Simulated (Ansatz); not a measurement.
Two structures of SiH4SO2, singlet, reached by relaxing down either side of one saddle point (PBE0-D4/def2-TZVP). Energies are electronic, without zero-point energy. Program: Ansatz 0.2.0. Basis: def2-TZVPP and def2-QZVPP. Cores are frozen in the correlated methods. Extrapolation: Hartree–Fock as exp(−7.88 √X), correlation as X^−2.97. First:

Si1  (0.336, 0.076, -0.062)
H2  (1.510, -0.378, -0.834)
S3  (-1.429, -0.931, -0.726)
H4  (-0.835, -2.136, -0.768)
O5  (0.019, 1.674, -0.220)
O6  (0.722, -0.224, 1.491)
H7  (-0.374, 1.977, -1.039)
H8  (0.052, -0.057, 2.157)
(Å)

Second:

Si1  (-0.733, 0.090, 0.350)
H2  (1.600, -1.082, -1.088)
S3  (-2.227, -0.895, -0.374)
H4  (0.987, -1.483, -1.244)
O5  (-0.079, 1.467, -0.216)
O6  (0.115, -0.257, 1.679)
H7  (-0.489, 1.812, -1.014)
H8  (0.826, 0.349, 1.907)
(Å)

**Question.** Which bonds change from the first to the second?

**Answer.** SiH₄SO₂ ([OH][SiH]([OH])[SH]) → SiH₂SO₂ ([OH][Si]([OH])[S]) + H₂; bonds formed: H2–H4; bonds broken: Si1–H2, S3–H4.

**Question.** Give the saddle point's structure and its height above each. (Judge from chemistry; the value comes from the calculation.)

**Answer.** The calculation gives: 46.70 kcal/mol above the first and 21.95 kcal/mol above the second (CCSD(T) at an estimated basis limit (MP2 extrapolated from triple and quadruple zeta, plus CCSD(T) − MP2 in triple zeta)).
| atom | x (Å) | y (Å) | z (Å) |
| --- | --- | --- | --- |
| Si1 | -0.2200 | -0.0756 | 0.1237 |
| H2 | 0.9942 | -0.8496 | -0.7662 |
| S3 | -1.6572 | -1.1949 | -0.6957 |
| H4 | 0.1186 | -1.2686 | -1.0191 |
| O5 | 0.0347 | 1.4847 | -0.2565 |
| O6 | 0.3039 | -0.2970 | 1.6367 |
| H7 | -0.4312 | 1.8065 | -1.0320 |
| H8 | 0.8571 | 0.3945 | 2.0092 |

No T1 diagnostic of these runs exceeds 0.014.

Labels in which every atom is bracketed show which atoms are joined, not bond orders.

For scale, one of the runs: CCSD(T)/def2-TZVPP, 202 basis functions, launched by `ansatz run in.yaml --threads 4 --pin off --events-out ev --progress --plain --max-ram 9574MiB`. The run took 58 s on 4 CPU threads of an Arm Neoverse V1 (shared host), with 2.5 GiB of host memory at its peak.
